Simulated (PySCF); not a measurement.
## Electron correlation in N (nitrogen, neutral)

[He] 2s1 2p3 3s1, high-spin 6S determinant (an excited configuration). Calculation: PySCF 2.14, in aug-cc-pCVTZ-DK with one added diffuse shell each of s, p, d, f type (8s7p5d3f, 75 functions); the spin-free X2C one-electron Hamiltonian (Gaussian nucleus). Frozen: nothing; 7 electrons correlated.

```
  level  correlation energy (mhartree)
   CCSD                         -89.42
    (T)                          -0.42
CCSD(T)                         -89.84
```

Diagnostics: T1 = 0.0083, D1 = 0.0297, largest double amplitude 0.018.

Problem. Is a single reference adequate?

Solution. Yes: T1 lies below 0.03 and no double amplitude reaches 0.07.
